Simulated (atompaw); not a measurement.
An all-electron radial function and its pseudo partner (Ni)

Columns: radius, all-electron u(r) and pseudo u(r) of the 4p shell (level -1.22 eV) of nickel in the configuration [Ne] 3s2 3p6 3d8 4s2 4p0; PBE, scalar-relativistic, PAW (atompaw) scheme, atompaw 4.2.0.5.

| r (bohr) | all-electron | pseudo |
| --- | --- | --- |
| 0.087 | 0.0836 | -0.0013 |
| 0.173 | 0.0819 | -0.0047 |
| 0.260 | 0.0053 | -0.0096 |
| 0.346 | -0.0769 | -0.0148 |
| 0.433 | -0.1354 | -0.0192 |
| 0.519 | -0.1624 | -0.0218 |
| 0.606 | -0.1626 | -0.0217 |
| 0.692 | -0.1432 | -0.0176 |
| 0.779 | -0.1105 | -0.0084 |
| 0.865 | -0.0706 | 0.0063 |
| 0.952 | -0.0264 | 0.0270 |
| 1.038 | 0.0184 | 0.0520 |
| 1.125 | 0.0631 | 0.0809 |
| 1.212 | 0.1063 | 0.1128 |
| 1.298 | 0.1467 | 0.1477 |
| 1.385 | 0.1849 | 0.1849 |
| 1.471 | 0.2201 | 0.2201 |
| 1.558 | 0.2528 | 0.2528 |
| 1.644 | 0.2824 | 0.2824 |
| 1.731 | 0.3097 | 0.3097 |
| 1.817 | 0.3343 | 0.3343 |
| 1.904 | 0.3567 | 0.3567 |
| 1.990 | 0.3767 | 0.3767 |
| 2.077 | 0.3947 | 0.3947 |
| 2.163 | 0.4106 | 0.4106 |
| 2.250 | 0.4248 | 0.4248 |

(1) How many radial nodes do the two functions have?

(2) At about which radius was the pseudo-wave matched?

(3) Is the pseudo-wave norm-conserving?

Answers

(1) The all-electron 4p function has n − l − 1 = 2; the pseudo-wave has 1, since 1 lower shell of the same l stays in the valence.

(2) 1.40 bohr, where the columns begin to agree (steps of 0.09 bohr).

(3) No, it belongs to a PAW set: the norm inside the radius is not constrained, and the difference is carried by the augmentation charge.
